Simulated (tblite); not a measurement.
C7H9AsBN.
Bonds: N1–C2 (triple), C2–B3, B3–As4, B3–C5, C5–C6 (triple), C6–C7, C7–C8, C8–C9, C9–C10, C7–C10. Hydrogens: H11, H12 on As4; H13 on C7; H14, H15 on C8; H16, H17 on C9; H18, H19 on C10.

Computed with GFN2-xTB (tblite), gas phase: L-BFGS steps from a force-field or distance-geometry start until the largest atomic force falls under 0.01 eV/Å.

Step 6: E = -706.2107 eV
```
atom  x, y, z in Å  |  force x, y, z in eV/Å
N1      4.1884   -2.8390   -0.5701    0.136  -0.323  -0.040
C2      3.5636   -1.8880   -0.4159    0.139   0.289  -0.021
B3      2.8446   -0.5819   -0.2066   -0.054   0.380   0.331
As4     3.7494    1.1108    0.5871    0.066  -0.030  -0.028
C5      1.3571   -0.5826   -0.2308   -0.826   0.000  -0.188
C6      0.1352   -0.6187   -0.2325    0.477   0.369  -0.006
C7     -1.2997   -0.5290   -0.1794   -0.258  -0.179  -0.053
C8     -2.0796    0.3993   -1.1434    0.231   0.122  -0.067
C9     -3.0955    0.6348   -0.0211    0.123  -0.187  -0.043
C10    -1.9759    0.2688    0.9550    0.236   0.192   0.079
H11     4.0643    1.8792   -0.7145    0.011  -0.495   0.296
H12     5.1715    0.5636    0.7483   -0.292   0.108  -0.364
H13    -1.7515   -1.5152   -0.2292    0.055  -0.385  -0.003
H14    -2.4095    0.0182   -2.1054   -0.075  -0.212   0.068
H15    -1.4895    1.2895   -1.3057    0.113   0.343  -0.181
H16    -3.5631    1.6159    0.0605    0.131  -0.090   0.005
H17    -3.8519   -0.1398   -0.0299   -0.283  -0.044  -0.019
H18    -2.1827   -0.2280    1.8971   -0.184  -0.166  -0.055
H19    -1.3851    1.1515    1.1441    0.255   0.309   0.290
```

Step 7: E = -706.2686 eV
```
atom  x, y, z in Å  |  force x, y, z in eV/Å
N1      4.1868   -2.8348   -0.5700    0.211  -0.479  -0.074
C2      3.5645   -1.8845   -0.4156   -0.017   0.691   0.068
B3      2.8507   -0.5655   -0.1927   -0.350   0.029   0.217
As4     3.7385    1.1183    0.6085    0.083  -0.061  -0.083
C5      1.3526   -0.5859   -0.2442   -0.253   0.082  -0.122
C6      0.1337   -0.6143   -0.2400    0.326   0.368   0.020
C7     -1.3006   -0.5280   -0.1799   -0.113  -0.141  -0.020
C8     -2.0726    0.3976   -1.1485    0.030   0.240   0.090
C9     -3.0934    0.6360   -0.0212    0.111  -0.209  -0.036
C10    -1.9700    0.2654    0.9619    0.045   0.297  -0.038
H11     4.0762    1.8387   -0.6966   -0.085  -0.325   0.173
H12     5.1503    0.5735    0.7079   -0.146   0.017  -0.183
H13    -1.7343   -1.5202   -0.2239   -0.062  -0.404  -0.036
H14    -2.4047    0.0162   -2.1090   -0.097  -0.253   0.070
H15    -1.4929    1.2960   -1.3255    0.105   0.216  -0.081
H16    -3.5690    1.6189    0.0601    0.249  -0.201  -0.005
H17    -3.8616   -0.1368   -0.0320   -0.069   0.073  -0.007
H18    -2.1892   -0.2281    1.9061   -0.140  -0.169  -0.167
H19    -1.3749    1.1468    1.1624    0.174   0.229   0.214
```

Q: Estimate the geometry and energy of step 8. (The exact step hangs on the optimiser's Hessian estimate; all steps are aligned on step 7, rigid shifts and turns removed.)

A: E = -706.3054 eV, largest force 0.591 eV/Å
```
atom  x, y, z in Å  |  force x, y, z in eV/Å
N1      4.1853   -2.8342   -0.5703    0.047  -0.200  -0.040
C2      3.5700   -1.8766   -0.4154    0.028   0.584   0.086
B3      2.8487   -0.5544   -0.1797   -0.375  -0.214   0.096
As4     3.7338    1.1213    0.6192    0.008  -0.064  -0.010
C5      1.3475   -0.5861   -0.2548    0.195   0.130  -0.064
C6      0.1322   -0.6035   -0.2438    0.032   0.287   0.027
C7     -1.3029   -0.5304   -0.1806    0.024  -0.059   0.014
C8     -2.0667    0.4002   -1.1516   -0.101   0.176   0.118
C9     -3.0902    0.6332   -0.0218    0.078  -0.098  -0.016
C10    -1.9643    0.2683    0.9660   -0.074   0.206  -0.082
H11     4.0814    1.8079   -0.6824   -0.129  -0.175   0.007
H12     5.1347    0.5797    0.6803    0.006  -0.076  -0.069
H13    -1.7252   -1.5315   -0.2215   -0.065  -0.237  -0.043
H14    -2.4039    0.0099   -2.1087   -0.072  -0.208   0.102
H15    -1.4924    1.3052   -1.3388    0.052   0.052  -0.008
H16    -3.5672    1.6164    0.0598    0.265  -0.198  -0.010
H17    -3.8697   -0.1344   -0.0334    0.100   0.122   0.001
H18    -2.1962   -0.2317    1.9074   -0.081  -0.112  -0.239
H19    -1.3648    1.1499    1.1778    0.064   0.084   0.130
```

The energy changes by -0.0368 eV. The first-order estimate −F·Δx gives -0.0531 eV and the mean of the old and new forces, exact on a quadratic surface, -0.0368 eV. The step makes an angle of 58° with the force vector and moves no atom by more than 0.034 Å.

The cost below is that of the whole relaxation. Hardware: one thread, Arm Neoverse N1 (aarch64), on a shared host. Cost: 1.8 s of wall time.
